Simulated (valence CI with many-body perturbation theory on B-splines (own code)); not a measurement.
Values are calculated unless marked as measured or tabulated.
**Cs XL: magnetic and hyperfine properties of the levels**

Method: relativistic CI+MBPT: six valence electrons over a frozen Dirac-Fock core [Ne], a basis of 9 s, 9 p, 8 d, 6 f, 3 g, 1 h functions for each j, with the one-electron correlation potential Σ1, the two-electron term Σ2, the three-electron term Σ3, Breit, model QED; selected CI, second order for the rest, scaled by the run's own slope (own B-spline code, finite nucleus).

No measured spectrum was set against this ion. As an estimate, large intervals hold to a few tenths of a per cent, small ones and those within an open d or f shell to about a per cent. Among the levels kept, up to 1100 cm⁻¹ of a level comes from second order outside the variational space, and about a tenth of that is noise between levels of different J, which matters for small intervals.

A/g_I is the dipole constant over the nuclear g factor μ/I (μ in nuclear magnetons, uniformly magnetised nucleus), B/Q the quadrupole constant per barn. Both hold the static response of the core; the bare values leave it out. Large factors of s and p1/2 electrons are usually good to 5 to 10 %; those of open d and f shells near neutrality can be off by tens of per cent, and small factors of p3/2, d and f electrons come from cancelling terms and can be off by a factor of two or in sign, in half-filled shells by more. B is blank for J = 1/2, where it vanishes, and for nearly pure S terms. Energies count from the lowest level. Levels with J = 0 are left out.

Levels are named by their leading jj configuration (3d3/2^4 stands for four electrons in 3d with j = 3/2), which in mixed levels can hold well under half, so a name can repeat and another be missing. Letters in brackets count levels of one name in rising energy.

```csv
Level,E (cm⁻¹),g,A/g_I (MHz),A/g_I bare,B/Q (MHz/b),B/Q bare
(3s^2 3p1/2^2 3p3/2^2) J=2,0,1.353,71700,71500,23200,22800
(3s^2 3p1/2 3p3/2^3) J=1,667650,1.495,-27400,-24800,-68900,-67700
(3s^2 3p1/2 3p3/2^3) J=2,724500,1.135,175000,172000,-162000,-159000
(3s^2 3p1/2^2 3p3/2 3d3/2) J=2,1281000,1.066,58500,58700,-210,-106
(3s^2 3p1/2^2 3p3/2 3d3/2) J=1,1310900,1.183,35600,37000,-48800,-48500
(3s^2 3p1/2^2 3p3/2 3d3/2) J=3,1324200,1.158,50000,50800,111000,110000
(3s^2 3p1/2^2 3p3/2 3d5/2) J=2,1436000,1.323,121000,120000,-99100,-97000
(3s^2 3p1/2^2 3p3/2 3d5/2) J=4,1462600,1.284,33600,34500,124000,124000
(3s^2 3p1/2^2 3p3/2 3d5/2) J=3,1596100,1.144,34500,35100,34900,35600
(3s^2 3p1/2^2 3p3/2 3d5/2) J=1,1630300,1.133,-56300,-52900,2120,2400
(3s 3p1/2^2 3p3/2^3) J=2,1657200,1.414,264000,259000,-110000,-108000
(3s 3p1/2^2 3p3/2^3) J=1,1759000,1.076,-138000,-133000,-20100,-19600
(3s^2 3p1/2 3p3/2^2 3d3/2) J=2 [a],1905400,1.016,106000,105000,-90200,-88700
(3s^2 3p1/2 3p3/2^2 3d3/2) J=1 [a],1912400,0.936,134000,132000,-28000,-27900
(3s^2 3p1/2 3p3/2^2 3d3/2) J=3 [a],1945900,1.106,102000,102000,-25000,-24400
(3s^2 3p1/2 3p3/2^2 3d3/2) J=4,2002200,1.068,109000,108000,19600,20300
(3s^2 3p1/2 3p3/2^2 3d5/2) J=3 [a],2057400,1.333,-12300,-10100,32300,32300
(3s^2 3p1/2 3p3/2^2 3d3/2) J=2 [b],2065600,0.869,133000,132000,75000,74600
(3s^2 3p1/2 3p3/2^2 3d5/2) J=4 [a],2072000,1.275,5040,6600,77200,77400
(3s^2 3p1/2 3p3/2^2 3d5/2) J=1 [a],2107100,0.963,293000,287000,5010,4970
(3s^2 3p1/2 3p3/2^2 3d5/2) J=4 [b],2136000,1.175,88500,87800,-5520,-4500
(3s^2 3p1/2 3p3/2^2 3d5/2) J=5,2157100,1.194,84400,83800,30800,31900
(3s^2 3p1/2 3p3/2^2 3d3/2) J=3 [b],2168700,1.176,28100,29300,12800,13300
(3s^2 3p1/2 3p3/2^2 3d3/2) J=2 [c],2181400,1.280,109000,108000,9810,9040
(3s^2 3p1/2 3p3/2^2 3d3/2) J=1 [b],2191500,1.618,100000,99700,33100,32600
(3s^2 3p1/2 3p3/2^2 3d5/2) J=2 [a],2253500,1.252,-46800,-43800,113000,112000
(3s^2 3p1/2 3p3/2^2 3d3/2) J=1 [c],2272400,1.046,-71300,-67400,-35400,-34500
(3s^2 3p1/2 3p3/2^2 3d5/2) J=3 [b],2293900,1.129,93500,92700,124000,123000
(3s^2 3p1/2 3p3/2^2 3d5/2) J=2 [b],2311500,1.064,81600,81000,25700,25700
(3s^2 3p1/2 3p3/2^2 3d5/2) J=1 [b],2347700,1.012,-24800,-22800,21600,21400
(3s^2 3p1/2 3p3/2^2 3d5/2) J=3 [c],2352500,1.050,104000,102000,-74900,-72900
(3s^2 3p1/2 3p3/2^2 3d5/2) J=2 [c],2405600,1.201,26700,27500,-103000,-101000
```

Question: Take the isotope of mass number 134, with I = 4, μ = 2.9893 μN and Q = 0.37 b. What is the hyperfine structure of (3s^2 3p1/2^2 3p3/2^2) J=2?

Answer: From the table A = 53600 MHz, B = 8600 MHz. Shifts from the centre of gravity in MHz: F = 2: -532000, F = 3: -375000, F = 4: -163000, F = 5: 105000, F = 6: 431000.
